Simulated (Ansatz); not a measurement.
The inner images of a band of Cl$_{4}$FHHf (7 atoms, charge 0, multiplicity 1) are given out of order.

Method: RKS B3LYP-D4/def2-SVP (Ansatz 0.2.0).

Initial state:

```xyz
7
Properties=species:S:1:pos:R:3
Hf 0.033 0.000 -0.061
F 0.216 0.000 1.849
Cl 2.271 0.000 -0.749
Cl -0.824 1.980 -1.003
Cl -0.824 -1.980 -1.003
Cl -2.751 0.000 1.340
H -2.104 0.000 2.463
```

Final state:

```xyz
7
Properties=species:S:1:pos:R:3
Hf -0.482 0.000 -0.113
F -0.058 0.000 2.171
Cl 1.880 0.000 -0.004
Cl -0.877 1.886 -1.426
Cl -0.877 -1.886 -1.426
Cl -2.580 0.000 1.201
H -0.990 0.000 2.435
```

Q: Put them in order from the first end to the last, with their energies above the first end.
A.
```xyz
7
Properties=species:S:1:pos:R:3
Hf -0.396 0.000 -0.069
F -0.077 0.000 2.109
Cl 1.960 0.000 -0.175
Cl -0.895 1.923 -1.287
Cl -0.895 -1.923 -1.287
Cl -2.567 0.000 1.313
H -1.114 0.000 2.234
```
B.
```xyz
7
Properties=species:S:1:pos:R:3
Hf -0.448 0.000 -0.094
F -0.065 0.000 2.143
Cl 1.914 0.000 -0.091
Cl -0.888 1.915 -1.348
Cl -0.888 -1.915 -1.348
Cl -2.571 0.000 1.245
H -1.038 0.000 2.327
```
C.
```xyz
7
Properties=species:S:1:pos:R:3
Hf -0.160 0.000 -0.032
F 0.061 0.000 1.923
Cl 2.141 0.000 -0.406
Cl -0.892 1.926 -1.163
Cl -0.892 -1.926 -1.163
Cl -2.657 0.000 1.451
H -1.584 0.000 2.225
```
D.
```xyz
7
Properties=species:S:1:pos:R:3
Hf -0.082 0.000 -0.045
F 0.095 0.000 1.888
Cl 2.205 0.000 -0.518
Cl -0.872 1.945 -1.106
Cl -0.872 -1.945 -1.106
Cl -2.711 0.000 1.421
H -1.748 0.000 2.301
```
E.
```xyz
7
Properties=species:S:1:pos:R:3
Hf -0.250 0.000 -0.029
F 0.016 0.000 1.977
Cl 2.065 0.000 -0.312
Cl -0.905 1.917 -1.213
Cl -0.905 -1.917 -1.213
Cl -2.592 0.000 1.454
H -1.413 0.000 2.172
```
F.
```xyz
7
Properties=species:S:1:pos:R:3
Hf -0.019 0.000 -0.056
F 0.142 0.000 1.864
Cl 2.247 0.000 -0.635
Cl -0.847 1.965 -1.051
Cl -0.847 -1.965 -1.051
Cl -2.740 0.000 1.380
H -1.920 0.000 2.386
```
G.
```xyz
7
Properties=species:S:1:pos:R:3
Hf -0.333 0.000 -0.047
F -0.060 0.000 2.058
Cl 2.005 0.000 -0.232
Cl -0.898 1.919 -1.252
Cl -0.898 -1.919 -1.252
Cl -2.567 0.000 1.391
H -1.232 0.000 2.169
```

A: F (+0.3 kcal/mol), D (+1.4 kcal/mol), C (+3.5 kcal/mol), E (+7.0 kcal/mol), G (+9.6 kcal/mol), A (+8.4 kcal/mol), B (+7.1 kcal/mol).

Time of the run: 2 min on 4 threads of Intel(R) Xeon(R) Platinum 8488C (Sapphire Rapids), on a shared host, peak memory 0.36 GiB.
